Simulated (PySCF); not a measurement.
Isomers of C7H5FO, one GFN2-xTB conformer each. Single-point energies are computed at PBE0/pcSseg-1 (PySCF, gas phase, no added dispersion term), electronic only.

Question: Rank them by PBE0/pcSseg-1 energy, lowest first (kJ/mol).
A. `[O:1]=[C:2]([F:3])[c:4]1[cH:5][cH:6][cH:7][cH:8][cH:9]1` with O1–C2–C4–C5 180°
B. `[O:1]=[CH:2][c:3]1[cH:4][cH:5][cH:6][cH:7][c:8]1[F:9]` with O1–C2–C3–C4 0°

Answer: A (0.0), B (79.6).

GFN2-xTB itself gives, in the same order: 0.0, 54.9. Both levels put the same isomer lowest.

Which frontier levels, dipoles and rotational constants go with these structures?

| SMILES | HOMO (eV, PBE0/pcSseg-1) | LUMO (eV) | dipole (D) | A, B, C (MHz) |
| --- | --- | --- | --- | --- |
| O=C(F)c1ccccc1 | -8.08 | -2.01 | 4.09 | 3870, 1223, 929.4 |
| O=Cc1ccccc1F | -7.66 | -2.08 | 3.49 | 2579, 1572, 976.5 |
